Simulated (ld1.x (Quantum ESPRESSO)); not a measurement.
## Configuration tests for nickel (Ni) (TM)

```json
{
  "Element": "Ni (Z = 28)",
  "Generator": "ld1.x (Quantum ESPRESSO) 7.5",
  "Type": "norm-conserving Troullier–Martins (Kleinman–Bylander form)",
  "Functional": "PBEsol",
  "Relativity": "scalar-relativistic",
  "Frozen core": "[Ne]",
  "Valence charge": "18",
  "Reference configuration": "3s2 3p6 3d8 4s2 4p0",
  "Partial waves": "3s (bound): rc 0.85 bohr; 3d (bound): rc 0.75 bohr; 3p (bound): rc 0.65 bohr",
  "Local potential": "the p channel",
  "Core correction": "none"
}
```

Occupied shells without a wave of their own: 4s. They enter only through the test configuration that unscreens the potential.

Energies are relative to the spin-unpolarised reference configuration 3s2 3p6 3d8 4s2 4p0; without spin polarisation the order of configurations can differ from experiment.

| valence configuration | charge | ΔE all-electron (eV) | error AE − PS (meV) |
| --- | --- | --- | --- |
| 3s2 3p6 3d8 4s0 4p0 | +2 | 26.597 | -332 |
| 3s2 3p6 3d7 4s0 4p0 | +3 | 64.034 | -504 |
| 3s2 3p6 3d8 4s0 4p1 | +1 | 15.049 | -261 |
| 3s2 3p5 3d8 4s2 4p0 | +1 | 79.395 | +9.8 |
| 3s2 3p6 3d8 4s0 4p2 | 0 | 9.542 | -214 |

Question: What are ΔE and the potential's error for 3s2 3p6 3d8 4s1.5 4p0?

Answer: ΔE = 3.727 eV all-electron; the error (AE − PS) is -57 meV.

Question: What are ΔE and the potential's error for 3s2 3p6 3d8 4s1 4p0?

Answer: ΔE = 9.337 eV all-electron; the error (AE − PS) is -130 meV.

ld1.x printed “convergence not achieved” for 1 of the counted tests; its residual had stalled under 1e-8, short of the target of 1e-14. The 4s level has no wave, so the channel is fitted at the deeper level alone: the likely source of the large errors.
